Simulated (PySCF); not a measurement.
C3HBrClF. Atoms are numbered in the order given.

```xyz
7

F      1.2808    -1.7379    -0.1972
C      0.5570    -0.6586     0.1084
Br     1.6397     0.8600     0.4667
C     -0.7564    -0.6331     0.1691
C     -2.0690    -0.5670     0.2407
Cl    -3.0980    -0.1491    -1.1077
H     -2.6397    -0.7732     1.1626
```

Geometry optimised at PBE-D3(BJ)/def2-SVP. This is a generated structure with no PubChem entry under its InChIKey; it may be hypothetical.

These are PBE/pcSseg-1 in PySCF values and carry that method's errors.

GIAO shieldings, no solvent; atoms alike by connectivity are averaged. δ = σ(ref) − σ: ¹⁹F against CFCl3 (σ = 133.6 ppm); ¹³C against TMS (σ = 182.0 ppm); ³⁵Cl against HCl (σ = 936.5 ppm); ¹H against TMS (σ = 31.49 ppm), references at their B3LYP-D3(BJ)/def2-TZVP geometries, non-relativistic (without spin–orbit terms, shifts of atoms bonded to Cl or Br come out too high).

Computed chemical shifts:
```tsv
nucleus	atoms	count	δ (ppm)
¹⁹F	F1	1	-73.5
¹³C	C4	1	204.2
¹³C	C2	1	154.2
¹³C	C5	1	117.9
³⁵Cl	Cl6	1	318.7
¹H	H7	1	7.28
```
